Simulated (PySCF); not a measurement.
**Mayer bond orders and bond lengths**

Species: PhCHFCH3, C₈H₉F.
SMILES with atom numbers: `[CH3:1][C@@H:2]([F:3])[c:4]1[cH:5][cH:6][cH:7][cH:8][cH:9]1` (hydrogens: H10, H11, H12 on C1; H13 on C2; H14 on C5; H15 on C6; H16 on C7; H17 on C8; H18 on C9)

Structure used (PBE0-D3(BJ)/def2-SVP), in Å, numbered top down from 1:
```xyz
18
C8H9F angstrom
C     -2.5371    0.4422   -0.7101
C     -1.7345   -0.3926    0.2671
F     -2.0415   -1.7231    0.0576
C     -0.2482   -0.1835    0.1229
C      0.3723    0.9152    0.7241
C      1.7367    1.1366    0.5517
C      2.4965    0.2570   -0.2191
C      1.8836   -0.8444   -0.8140
C      0.5175   -1.0634   -0.6449
H     -3.6132    0.2564   -0.5789
H     -2.2544    0.1864   -1.7418
H     -2.3399    1.5125   -0.5544
H     -2.0351   -0.1504    1.3022
H     -0.2163    1.6030    1.3388
H      2.2115    1.9974    1.0285
H      3.5677    0.4272   -0.3501
H      2.4743   -1.5420   -1.4127
H      0.0329   -1.9308   -1.0966
```

Bond orders from the PBE0/pcSseg-1 density (PySCF). Isolated species at its PBE0-D3(BJ)/def2-SVP geometry (one conformer only).

Problem. How far do the computed orders between heavy atoms stray from the drawn ones?

Solution. The largest departure is 0.123, at C2–F3 (drawn single, 0.877) and C4–C5 (drawn aromatic, 1.378), counting aromatic bonds as 1.5. Drawn single, order below 0.88: C2–F3 (0.877). The bonds drawn aromatic range from 1.38 to 1.44.

Problem. Set the Mayer orders of the bonds between heavy atoms beside their lengths.

Solution. 
```
 bond  drawn as  length (Å)  Mayer order
C1–C2    single       1.515        1.024
C2–F3    single       1.381        0.877
C2–C4    single       1.508        1.018
C4–C5  aromatic       1.398        1.378
C5–C6  aromatic       1.393        1.442
C6–C7  aromatic       1.395        1.428
C7–C8  aromatic       1.394        1.432
C8–C9  aromatic       1.394        1.425
C9–C4  aromatic       1.396        1.415
```

By pair of heavy elements: C–C: lowest C2–C4 (1.018, 1.508 Å), highest C5–C6 (1.442, 1.393 Å).

Problem. And the bonds to hydrogen?

Solution. C–H: 0.94 to 0.97 (9 bonds).

Problem. Sum the orders of all bonds at each heavy atom with more than one neighbour and set the sums beside the valence in the SMILES.

Solution. C1 3.895 (drawn 4), C2 3.864 (drawn 4), C4 3.811 (drawn 4), C5 3.792 (drawn 4), C6 3.832 (drawn 4), C7 3.828 (drawn 4), C8 3.821 (drawn 4), C9 3.809 (drawn 4). Orders between atoms that aren't bonded are not in these sums.

The Mayer order sums products of elements of PS (density times overlap matrix) between the two atoms' basis functions, so it depends on the basis set.
